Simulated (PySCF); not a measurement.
Electronic absorption of C4H11FOSi

C4H11FOSi.
SMILES: `CC([SiH2]OC)(F)C`

The calculation used TDDFT PBE0/def2-SVPD, vertical, gas phase, core orbitals frozen in the response in PySCF 2.14.0, density-fitted response routines. Geometry: GFN2-xTB, one conformer, isolated molecule. Torsions of this conformer, `[CH3:1][O:2][SiH2:3][C:4]([CH3:5])([CH3:6])[F:7]`: C1–O2–Si3–C4 178°, O2–Si3–C4–C5 168°.

```
state  λ (nm)  E (eV)       f  main configurations (H = HOMO, L = LUMO)
   S1   175.2    7.08   0.022                    H→L (72%), H-1→L (22%)
   S2   173.2    7.16   0.013                    H-1→L (75%), H→L (20%)
   S3   164.3    7.55  0.0055                               H→L+1 (95%)
   S4   158.1    7.84   0.020              H-1→L+1 (79%), H-1→L+2 (10%)
   S5   155.2    7.99   0.131    H→L+2 (68%), H-1→L+2 (10%), H-2→L (9%)
   S6   153.8    8.06   0.054              H-1→L+2 (70%), H-1→L+1 (10%)
   S7   152.5    8.13   0.020                               H-2→L (77%)
   S8   149.7    8.28   0.013                  H→L+5 (49%), H→L+4 (28%)
```

Triplets, Tamm–Dancoff:

```
state  E (eV)  λ (nm)  main configurations (H = HOMO, L = LUMO)
   T1    6.72   184.5                                 H→L (83%)
   T2    6.84   181.3                               H-1→L (86%)
   T3    7.28   170.3      H→L+1 (55%), H→L+2 (20%), H→L+5 (9%)
```

The lowest singlet lies at 7.08 eV (175 nm, vacuum ultraviolet) and is weak; its leading configuration is HOMO→LUMO (72%). The most intense listed level is S5 at 7.99 eV (155 nm, f = 0.131), 0.92 eV above S1. Löwdin shares by element: HOMO carbon 27% or more, silicon 18%, fluorine 18%, oxygen 7% (atoms not listed hold the other 30%); LUMO silicon 28%, hydrogen 19% or more, carbon 16% or more (atoms not listed hold the other 37%). Weighted by f, the mean energy of these states is 7.90 eV. Of the 8 states listed, 7 reach f = 0.01 and none stays under 0.0005. The oscillator strengths of these states sum to 0.277; summed over the whole spectrum of an exact calculation they would give the number of electrons, 66 (Thomas–Reiche–Kuhn). The window holds the lowest 8 singlets.
